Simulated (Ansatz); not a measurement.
## What each rung costs, and what it gives

Saddle point of SiH2Cl3F, singlet (SiCl₃F ([F][Si]([Cl])([Cl])[Cl]) + H₂ → SiHCl₃ ([Cl][SiH]([Cl])[Cl]) + HF; bonds formed: Si1–H7, F2–H6; bonds broken: Si1–F2, H6–H7), PBE0-D4/def2-TZVP structure:

```
7
angstrom
Si -0.2483 -0.2265 -0.0605
F 0.1675 1.3294 0.9272
Cl 0.1393 -1.7654 -1.3919
Cl -0.6300 -1.2434 1.6495
Cl -1.7904 0.7262 -0.9649
H 1.0544 0.9440 0.2432
H 1.3075 0.2356 -0.4028
```

Barriers are electronic and count from the start structure reached by relaxing down the imaginary mode.

Program: Ansatz 0.2.0. Basis: as named in each row. Cores are frozen in the correlated methods. B3LYP uses VWN-RPA correlation. Extrapolation: Hartree–Fock as exp(−7.88 √X), correlation as X^−2.97.

Times are rough, for one single point on 4 threads of a shared host (Oxide Virtual Turin-like).

The estimate by CCSD(T) at an estimated basis limit (MP2 extrapolated from triple and quadruple zeta, plus CCSD(T) − MP2 in triple zeta) is 65.62 kcal/mol.

| method | basis | time (s) | barrier (kcal/mol) | method less estimate |
| --- | --- | --- | --- | --- |
| HF | STO-3G | under 1 | 94.99 | 29.37 |
| PBE-D4 | STO-3G | under 1 | 54.70 | -10.92 |
| SPW92 | def2-SVP | under 1 | 40.77 | -24.85 |
| PBE-D4 | def2-SVP | under 1 | 49.67 | -15.95 |
| B3LYP-D4 | 6-31G | under 1 | 56.64 | -8.98 |
| PBE0-D4 | def2-SVP | 1 | 54.13 | -11.49 |
| SPW92 | def2-TZVPP | 1 | 45.92 | -19.70 |
| BLYP-D4 | def2-TZVPP | 2 | 61.68 | -3.94 |
| PBE-D4 | def2-TZVPP | 2 | 55.37 | -10.25 |
| CCSD(T) | def2-SVP | 3 | 63.48 | -2.14 |
| wB97M-V | def2-SVP | 3 | 56.14 | -9.48 |
| r2SCAN-D4 | def2-TZVPP | 3 | 60.54 | -5.08 |
| PBE0-D4 | def2-TZVPP | 3 | 59.97 | -5.65 |
| B3LYP-D4 | def2-TZVPP | 3 | 64.53 | -1.09 |
| BHLYP-D4 | def2-TZVPP | 3 | 69.75 | 4.13 |
| CAM-B3LYP-D4 | def2-TZVPP | 4 | 64.56 | -1.06 |
| RPA on PBE | def2-TZVPP | 4 | 65.79 | 0.17 |
| B97M-V | def2-TZVPP | 5 | 64.38 | -1.24 |
| PBE-QIDH | def2-TZVPP | 5 | 63.83 | -1.80 |
| r2SCAN0-D4 | def2-TZVPP | 5 | 63.33 | -2.29 |
| B2PLYP | def2-TZVPP | 5 | 65.75 | 0.12 |
| wB97X-V | def2-TZVPP | 7 | 63.81 | -1.81 |
| wB97M-V | def2-TZVPP | 7 | 63.09 | -2.53 |
| MP2 | def2-QZVPP | 11 | 65.17 | -0.45 |
| CCSD(T) | def2-TZVPP | 81 | 66.28 | 0.66 |

All methods are single points on the PBE0-D4 structures.

No T1 diagnostic of these runs exceeds 0.011.

Labels in which every atom is bracketed show which atoms are joined, not bond orders.
